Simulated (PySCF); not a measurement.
A structure optimised at B3LYP-D3(BJ)/def2-SVP, used in a PySCF frequency run:

```
Sb
F 1 1.8944
F 1 1.8944 2 120.00
F 1 1.8944 2 120.00 3 -180.00
F 1 1.9043 2 90.00 3 -90.00
F 1 1.9043 2 90.00 5 -180.00
```
Charge 0, spin multiplicity 1.

Q: Write its SMILES, formula and point group.

A: [F][Sb]([F])([F])([F])[F], F₅Sb, D3h

Q: What are its rotational constants (standard atomic weights)?

A: 2.4707, 2.1052, 2.1052 GHz
